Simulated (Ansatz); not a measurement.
Relaxation of CH₆BOS (10 atoms, charge 1, multiplicity 1), to a largest force component of 0.015 eV/Å in at most 40 steps.

Theory: RKS r2SCAN-D4/def2-SVP (Ansatz 0.2.0).

```xyz
10
Properties=species:S:1:pos:R:3
B -0.923 1.894 0.506
O -0.169 0.929 -0.067
S 0.774 -0.207 0.597
C 0.296 -1.613 -0.427
H -1.497 2.538 -0.278
H -0.984 2.048 1.663
H 1.900 0.109 -0.133
H -0.653 -2.003 -0.066
H 1.055 -2.386 -0.328
H 0.201 -1.308 -1.467
```

Where does it end, and by what steps?

It converged. Limits of this set-up: the dipole of an ion depends on the origin. After 8 steps the energy has fallen by 0.174 eV; H6 moved furthest, 0.20 Å.

```csv
step,energy less start (eV),largest force component (eV/Å),accepted
0,0.0000,1.496,yes
1,-0.1152,1.011,yes
2,-0.1576,0.284,yes
3,-0.1467,0.322,no
4,-0.1550,0.522,no
5,-0.1722,0.076,yes
6,-0.1727,0.108,yes
7,-0.1743,0.048,yes
8,-0.1745,0.012,yes
```

```xyz
10
Properties=species:S:1:pos:R:3
B -0.932 1.913 0.506
O -0.237 0.955 -0.242
S 0.703 -0.172 0.519
C 0.301 -1.635 -0.431
H -1.566 2.651 -0.189
H -0.839 1.912 1.702
H 1.885 0.136 -0.095
H -0.694 -1.967 -0.100
H 1.056 -2.395 -0.167
H 0.323 -1.396 -1.503
```

Whether the end is a true minimum wasn't checked by a vibrational analysis.

Time of the run: 29 s on 2 threads of Arm Neoverse V1 (shared host), peak memory 0.16 GiB.
